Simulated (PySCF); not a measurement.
C4H7Cl, SMILES ClC1CCC1.

Geometry optimised at r2SCAN-D4/def2-SVP.

Computed with SMD-PBE0/def2-SVP (PySCF).

Solvation free energies are E(SMD) − E(gas) at the gas-phase geometry, for 1 M in both phases. In vacuum the dipole moment is 2.09 D.

```json
[
 {"solvent": "water", "ΔG(solv) (kcal/mol)": "(withheld)", "its non-electrostatic (CDS) part": "(withheld)", "dipole (D)": "(withheld)"},
 {"solvent": "chloroform", "ΔG(solv) (kcal/mol)": "-5.4", "its non-electrostatic (CDS) part": "-3.4", "dipole (D)": "2.49"},
 {"solvent": "acetonitrile", "ΔG(solv) (kcal/mol)": "-4.9", "its non-electrostatic (CDS) part": "-2.2", "dipole (D)": "2.64"}
]
```

Problem. Fill in the missing entries. (The exact figures need the calculation; the answer reports its results.)

Solution. 
- water, ΔG(solv) (kcal/mol): -0.8
- water, its non-electrostatic (CDS) part: 2.0
- water, dipole (D): 2.65
